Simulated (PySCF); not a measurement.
Ge(NH2)2: computed shieldings and shifts

Ge(NH2)2, GeH4N2, point group C2v.

Bonds: Ge1-N2 1.825 Å, Ge1-N5 1.825 Å. N2 carries H3, H4; N5 carries H6, H7.

GIAO calculations in PySCF 2.14 on the PBE0-D3(BJ)/def2-SVP structure: isolated species, non-relativistic, equivalent atoms averaged; basis pcSseg-1 (pcSseg-2 on Ge).

(1) Give the isotropic shieldings (ppm) with B3LYP, PBE, PBE0.

(2) And the chemical shifts, against references computed in the same way?

(3) Which part of the shielding of Ge1 depends on the functional?

(4) What couplings does PBE/pcJ-1 (pcSseg-1 on Ge) give?

Answers

(1) 
| atoms | environment | B3LYP | PBE | PBE0 |
| --- | --- | --- | --- | --- |
| Ge1 | germanium bonded to 2 N | 1050 | 1045 | 1087 |
| N2/N5 | nitrogen bonded to Ge, 2 H | 148.5 | 146.9 | 155.0 |
| H3/H4/H6/H7 | hydrogen on a nitrogen bonded to Ge | 28.17 | 27.84 | 28.03 |
| HOMO–LUMO gap (eV) | – | 5.84 | 4.21 | 6.27 |

(2) 
| atoms | nucleus, reference | B3LYP | PBE | PBE0 |
| --- | --- | --- | --- | --- |
| N2/N5 | ¹⁵N, NH3 | 115.1 | 118.2 | 110.7 |
| H3/H4/H6/H7 | ¹H, TMS | 3.21 | 3.36 | 3.24 |

(3) Diamagnetic: B3LYP 2758, PBE 2759, PBE0 2758 ppm; paramagnetic: B3LYP -1708, PBE -1713, PBE0 -1671 ppm. The diamagnetic part, set mainly by inner electrons, hardly moves; the paramagnetic part goes with low-lying magnetically allowed excitations and carries the spread.

(4) ¹J(N2,H3) = -73.1, ³J(N2,H6) = -4.5 Hz (averaged over equivalent pairs; isotopes ¹⁵N, ¹H).

Relativistic effects, spin–orbit coupling among them, are left out; they matter for Ge and for the light atoms bonded to it. Experimental scales use liquid or dissolved standards, which lie at an offset from isolated NH3 (liquid NH3: subtract about 20 ppm).
